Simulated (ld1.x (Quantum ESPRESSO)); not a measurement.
## What the settings do to the ultrasoft potential of manganese (Mn)

Base potential:

| Item | Value |
| --- | --- |
| Element | manganese (Mn) |
| Generator | ld1.x (Quantum ESPRESSO) 7.5 |
| Type | ultrasoft |
| Functional | PBEsol |
| Relativity | scalar-relativistic |
| Frozen core | [Ar] |
| Valence charge | 7 |
| Reference configuration | 3d6 4s1 4p0 |
| Partial waves | 4s (bound): rcut 2.00, rcutus 2.65 bohr; 4s channel at 0.5 Ry: rcut 2.00, rcutus 2.65 bohr; 4p (bound, empty): rcut 2.85, rcutus 3.30 bohr; 4p channel at 2.1 Ry: rcut 2.85, rcutus 3.30 bohr; 3d (bound): rcut 1.10, rcutus 1.20 bohr; 3d channel at 1.05 Ry: rcut 1.10, rcutus 1.20 bohr |
| Local potential | all-electron potential smoothed inside 1.45 bohr (lloc = -1) |
| Core correction | Bessel-smoothed model core, default radius (core density twice the valence density) |
| Augmentation charge | PSQ, inside the norm-conserving radii |

Cutoffs, loose and tight: the cutoffs (Ry, on a coarse ladder) from which the occupation-weighted sum of valence levels, in a spherical-Bessel basis at the reference potential, stays within 10 and 1 mRy of its value at 400 Ry. They do not see the model core or the augmentation charge, which bear on the density cutoff. Test errors are all-electron minus pseudo excitation energies from the reference, over the configurations 3d5 4s2 4p0; 3d5 4s1 4p0; 3d5 4s0 4p0; 3d4 4s0 4p0; 3d5 4s0 4p1; 3d6 4s0 4p0; 3d5 4s1.5 4p0. A dash means not determined; rows that change the core or the reference have their own tests.

A true bound ghost makes a file unfit for plane-wave use even where its test errors are small: the radial tests pick states by their node count and pass the ghost by.

The default core radius of the base comes out at 1.01 bohr.

| change | outcome | cutoff, loose | cutoff, tight | bound ghosts | largest test error (meV) |
| --- | --- | --- | --- | --- | --- |
| base | generated | 70 Ry | 120 Ry | s | -788 |
| core correction Bessel-smoothed model core inside 0.52 bohr | generated | 70 Ry | 120 Ry | s | -789 |
| core correction Bessel-smoothed model core inside 0.64 bohr | generated | 70 Ry | 120 Ry | s | -786 |
| core correction Bessel-smoothed model core inside 0.84 bohr | generated | 70 Ry | 120 Ry | s | -788 |
| core correction Bessel-smoothed model core inside 1.00 bohr | generated | 70 Ry | 120 Ry | s | -788 |
| core correction Bessel-smoothed model core inside 1.12 bohr | generated | 70 Ry | 120 Ry | s | -788 |
| core correction Bessel-smoothed model core inside 1.30 bohr | generated | 70 Ry | 120 Ry | s | -786 |
| core correction Bessel-smoothed model core inside 1.42 bohr | generated | 70 Ry | 120 Ry | s | -783 |

(1) What comes out with this change to the base: core correction none?

Results:

(1) outcome: generated; cutoff, loose: 70 Ry; cutoff, tight: 120 Ry; bound ghosts: s; largest test error (meV): -307.
